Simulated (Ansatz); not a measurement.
`BC(=C)Cl` + H₂ → `BC=C` + HCl at 500 K and 1 bar (hydrogenolysis of a C–Cl bond).

Calculated with Ansatz (gas phase, PBE0-D4/def2-TZVP geometries, no zero-point term in ΔE). CBS: MP2 limit from def2 TZ/QZ plus the TZ coupled-cluster correction, frozen cores. This one scheme is used for every species.

```
   species  CCSD(T)/CBS energy (Eh)  H − E (kJ/mol)  S (J/(mol·K))
`BC(=C)Cl`               -563.04034           175.6          343.7
        H₂                 -1.17544            41.0          145.5
    `BC=C`               -103.86193           194.0          304.9
       HCl               -460.38127            32.5          201.9
```

H − E and S are ideal-gas, rigid-rotor, harmonic terms from PBE0-D4/def2-TZVP. The MP2-based limit puts H₂ 0.8 mEh under its directly extrapolated value; such offsets cancel only in part. 1 Eh = 2625.50 kJ/mol, R = 8.31446 J/(mol·K).

Q: By hand: ΔE, ΔH, ΔS and ΔG.

A: ΔE = (-103.86193) + (-460.38127) − (-563.04034) − (-1.17544) = -0.02742 Eh = -72.0 kJ/mol. Δ(H − E) = 194.0 + 32.5 − 175.6 − 41.0 = 9.9, so ΔH = -62.1 kJ/mol. ΔS = 304.9 + 201.9 − 343.7 − 145.5 = 17.6 J/(mol·K). ΔG = -62.1 − 500 × (17.6)/1000 = -70.9 kJ/mol.

Q: By hand: the equilibrium constant, and the temperature at which ΔG would vanish if ΔH and ΔS stayed fixed.

A: log₁₀ K = −ΔG/(RT ln 10) = 7.4. ΔH and −TΔS have one sign here, so there is no such temperature.

ΔH outweighs TΔS. A doubt of 5 kJ/mol in ΔE shifts log₁₀ K by 0.5 here. These are equilibria of isolated gas molecules and say nothing of rates. Largest T1 diagnostic: 0.011 (customary marks: 0.02 for closed shells, 0.045 for open ones).
